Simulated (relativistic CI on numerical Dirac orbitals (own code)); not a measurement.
# Re XXXIV: computed level list

Computed by Dirac-Coulomb-Breit CI, orbitals from a KLI potential per configuration, model QED, unscaled Slater integrals (own radial code, finite nucleus).

CI space (outside the closed core [Ar] 3d10): 4s²4p⁶4d⁶, 4s²4p⁵4d⁷, 4s²4p⁶4d⁵4f, 4s²4p⁴4d⁸, 4s4p⁶4d⁷, 4p⁶4d⁸, 4s4p⁶4d⁶4f, 4s²4p⁶4d⁵5s, 4s4p⁵4d⁸, 4s²4p⁶4d⁵5d, 4s²4p⁴4d⁷5s, 4s²4p⁶4d⁴5s², 4s²4p⁶4d⁵6s, 4s4p⁶4d⁶5s, 4p⁶4d⁷5s, 4s4p⁶4d⁵5s². Levels of other configurations are missing.

The lowest level is 4s²4p⁶4d⁶ ³F4, with 39 % of that term; Hund's rules for 4s²4p⁶4d⁶ give ⁵D with J = 4, of which the calculation keeps J, while another term leads.

```tsv
No.	Configuration	Term	J	E (cm⁻¹)	%	Next component (%)	jj configuration (%)
1	4s²4p⁶4d⁶	³F	4	0	39	38 ⁵D	4d5/2^2 (94)
2	4s²4p⁶4d⁶	³P	2	21281	42	19 ³D	4d5/2^2 (94)
3	4s²4p⁶4d⁶	³P	0	69605	48	30 ¹S	4d5/2^2 (84)
4	4s²4p⁶4d⁶	⁵D	3	124711	69	20 ³F	4d3/2^3 4d5/2^3 (95)
5	4s²4p⁶4d⁶	⁵D	4	135936	41	23 ³H	4d3/2^3 4d5/2^3 (93)
6	4s²4p⁶4d⁶	⁵D	1	138000	53	30 ³P	4d3/2^3 4d5/2^3 (95)
7	4s²4p⁶4d⁶	³G	5	164649	60	40 ³H	4d3/2^3 4d5/2^3 (100)
8	4s²4p⁶4d⁶	³H	6	167829	70	30 ¹I	4d3/2^3 4d5/2^3 (99)
9	4s²4p⁶4d⁶	³F	2	179495	49	25 ¹D	4d3/2^3 4d5/2^3 (94)
10	4s²4p⁶4d⁶	³D	3	185283	29	28 ³G	4d3/2^3 4d5/2^3 (96)
11	4s²4p⁶4d⁶	³P	0	216054	76	18 ¹S	4d3/2^3 4d5/2^3 (80)
12	4s²4p⁶4d⁶	³D	2	223328	37	22 ³F	4d3/2^3 4d5/2^3 (82)
13	4s²4p⁶4d⁶	³P	1	224569	56	37 ³D	4d3/2^3 4d5/2^3 (94)
14	4s²4p⁶4d⁶	¹G	4	227672	39	34 ³G	4d3/2^3 4d5/2^3 (92)
15	4s²4p⁶4d⁶	³F	3	236825	54	39 ¹F	4d3/2^3 4d5/2^3 (99)
16	4s²4p⁶4d⁶	⁵D	2	271694	56	32 ³P	4d3/2^2 4d5/2^4 (93)
17	4s²4p⁶4d⁶	⁵D	0	281710	59	40 ¹S	4d3/2^2 4d5/2^4 (93)
18	4s²4p⁶4d⁶	³H	4	296989	42	39 ³F	4d3/2^2 4d5/2^4 (97)
19	4s²4p⁶4d⁶	³D	3	306775	28	25 ⁵D	4d3/2^2 4d5/2^4 (90)
20	4s²4p⁶4d⁶	³H	5	312898	60	40 ³G	4d3/2^2 4d5/2^4 (100)
21	4s²4p⁶4d⁶	¹I	6	328783	70	30 ³H	4d3/2^2 4d5/2^4 (99)
22	4s²4p⁶4d⁶	³G	3	329112	45	40 ³F	4d3/2^2 4d5/2^4 (97)
23	4s²4p⁶4d⁶	³P	1	338389	49	46 ³D	4d3/2^2 4d5/2^4 (92)
24	4s²4p⁶4d⁶	³F	2	348776	34	33 ³P	4d3/2^2 4d5/2^4 (92)
25	4s²4p⁶4d⁶	¹G	4	349922	53	24 ³G	4d3/2^2 4d5/2^4 (93)
26	4s²4p⁶4d⁶	³F	2	382900	71	15 ³P	4d3/2^2 4d5/2^4 (96)
27	4s²4p⁶4d⁶	³F	4	398685	61	31 ¹G	4d3/2^2 4d5/2^4 (95)
28	4s²4p⁶4d⁶	³P	1	437747	64	36 ⁵D	4d3/2 4d5/2^5 (98)
29	4s²4p⁶4d⁶	¹D	2	456718	83	7 ³P	4d3/2^2 4d5/2^4 (94)
30	4s²4p⁶4d⁶	¹G	4	486585	44	20 ³F	4d3/2 4d5/2^5 (93)
```

Energies count from the lowest computed level. Filled j subshells are mostly left out of the jj labels.

The mean weight of the leading LS term, summed over parents, in these 30 levels is 53 %, and that of the leading jj configuration (from the same eigenvectors) 94 %, so jj coupling describes them better and the LS labels are nominal.

At this charge energies of transitions that change n are usually good to better than 1 %, and those within a shell (Δn = 0) to a few per cent. Terms inside the open d or f shell come out 10 to 20 % too wide with unscaled integrals.

LS names give the leading component of a level, which can be under half, so a name can repeat, a term be missing and a line seem to break the LS rules.
